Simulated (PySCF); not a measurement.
## Unknown compound

The spectra below were simulated for a compound C$_{3}$H$_{7}$ClO$_{3}$Si.

¹H NMR (600 MHz, computed): δ 4.56 (m, 2H), 4.38 (m, 2H), 4.16 (s, 1H), 3.73 (m, 1H), 2.64 (br s, 1H).

¹³C{¹H} NMR (computed): δ 71.3 (CH2), 64.7 (CH).

Theory: GFN2-xTB geometry, σ from GIAO-PBE0/pcSseg-1, in PySCF (no solvent, one conformer, relativity neglected, one averaged value for each set of equivalent atoms).

References, each an isolated molecule treated in the same way: ¹H (σref 31.72) and ¹³C (σref 186.93) vs TMS.

Task: Which candidate is it?
A. C[Si]1(Cl)OCOCO1
B. O[Si@H]1OC[C@H](Cl)CO1
C. CO[Si@H](Cl)OC(C)=O
D. O[Si@H]1OC[C@@H](Cl)CO1

Result: D. 

- The formula gives 1 degree of unsaturation (1 ring in the answer).
- 2 carbon signals for 3 carbons: some carbons are equivalent by symmetry or fast rotation.
- Carbon types of the structure: 1 × CH, 2 × CH2, leaving 2 H on heteroatoms.
- δC 71.3: sp3 CH2 bonded to O; pulled downfield by the heteroatom.
- δC 64.7: sp3 CH bonded to Cl; the inductive effect lowers its shielding.
- δH 4.56, 4.38: hydrogen on an sp3 CH2 bonded to O; its carbon carries O, which withdraws density.
- δH 3.73: hydrogen on an sp3 CH bonded to Cl; its carbon carries Cl, which withdraws density.
- δH 2.64: hydrogen on an oxygen bonded to Si; exchangeable, gas-phase position.

The others: O[Si@H]1OC[C@H](Cl)CO1 has carbons computed at 72.0, 57.4; CO[Si@H](Cl)OC(C)=O would give 3 carbon signals, not 2; C[Si]1(Cl)OCOCO1 would give 3 signals for carbon-bound and other non-exchanging H, not 4.

OH and NH positions are those of a molecule without intermolecular hydrogen bonds; in solution they move with solvent, concentration and temperature, and exchange usually removes their couplings. Carbons that carry Cl, above all several Cl atoms, come out too deshielded, partly because spin–orbit coupling is missing. Shifts are as computed. Against solution values, carbons near 30 ppm lie about +3 ppm off and those near 130 ppm about +5 ppm; carbons on Cl a further +6 ppm. Of 1309 compounds with measured shifts, 239 miss one by over three times the rms of a fit or turn the order of signals round; such compounds aren't used in these exercises. No couplings were computed; multiplicities are counted from neighbouring protons, with m where these are inequivalent, close in shift, in a saturated or five-membered ring or joined by F or P, and br s for small geminal =CH2 splittings.
